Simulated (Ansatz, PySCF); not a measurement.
AlH, SMILES [AlH] (connectivity only; charge and spin as stated), neutral, multiplicity 1.

Geometry: B3LYP-D3(BJ)/def2-TZVPD.

Two levels are set side by side: PBE/def2-TZVPD (Ansatz, a first-principles code) and EOM-CCSD/aug-cc-pVDZ (PySCF). PBE by ΔSCF, the other level by its IP root; same geometry, the bases differ. Differences are taken from unrounded values.

| quantity | EOM-CCSD | PBE | PBE minus EOM-CCSD |
|---|---|---|---|
| vertical ionisation energy (eV) | 8.20 | 8.13 | -0.07 |

Here PBE gives about what the other level gives.
